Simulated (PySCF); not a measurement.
## Polarisability and C₆ of V (vanadium, neutral)

[Ar] 3d5, high-spin 6S determinant (an excited configuration). Computed with PySCF 2.14 in aug-cc-pwCVTZ-DK (10s9p7d4f3g, 127 functions), with the spin-free X2C one-electron Hamiltonian (Gaussian nucleus). Coupled (time-dependent) response in atomic units; α is the mean over directions.

```
method  mean α (bohr³)  C₆ (like pair)   S(−4)
  PBE0           129.7           559.7  123000
```

S(−4) is the Cauchy moment in α(ω) = α(0) + S(−4) ω² + …

α(iu) at PBE0:

```tsv
u (hartree)	α(iu) (bohr³)
0	129.7
0.0500	46.91
0.100	25.46
0.200	16.63
0.300	13.08
0.500	8.690
0.750	5.663
1.00	4.019
1.50	2.391
2.00	1.613
3.00	0.8897
5.00	0.3961
```
